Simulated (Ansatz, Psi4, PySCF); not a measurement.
singlet silylene (H2Si), singlet, at a GFN2-xTB geometry. Base run: BLYP/cc-pVDZ (PySCF).

The PySCF input:
```python
from pyscf import gto, scf, dft

mol = gto.Mole()
mol.atom = '''
    Si   -0.006668   -0.002780    0.122759
    H     0.047787    1.131724   -0.834069
    H     0.045568   -1.092808   -0.884561
'''
mol.basis = 'cc-pvdz'
mol.charge = 0
mol.spin = 0
mol.verbose = 4
mol.build()

mf = dft.RKS(mol)
mf.xc = 'blyp'
mf.kernel()
```

The same geometry, method and basis name were run in Ansatz (a first-principles code) and Psi4 and PySCF, at each program's defaults and at the settings that a row names. The base is PySCF at its defaults. Differences at the defaults can come from grids, fitting, cores and function types together.

| code and settings | ΔE vs base (µEh) | basis functions | E (Eh) | SCF cycles | dipole (D) |
|---|---|---|---|---|---|
| PySCF, defaults (exact integrals, its default grid, spherical functions) | 0.0 | 28 | -290.59838 | 7 | 0.46 |
| Psi4, defaults (density fitting with its default set, its default grid, spherical functions) | -16.4 | 28 | -290.59840 | 6 | 0.46 |
| Ansatz, defaults (factorised integrals, its default grid, spherical functions) | 0.0 | 28 | -290.59838 | - | - |
| PySCF, density fitting with def2-universal-jkfit | (withheld) | 28 | (withheld) | 7 | 0.46 |
| PySCF, fine grid | 0.1 | 28 | -290.59838 | 7 | 0.46 |
| Psi4, exact integrals, spherical functions, fine grid | 0.1 | 28 | -290.59838 | 8 | 0.46 |
| Ansatz, high accuracy | 0.1 | 28 | -290.59838 | - | - |

Task: Fill in the missing entries.

Result: 
- PySCF, density fitting with def2-universal-jkfit, ΔE vs base (µEh): -70.7
- PySCF, density fitting with def2-universal-jkfit, E (Eh): -290.59845
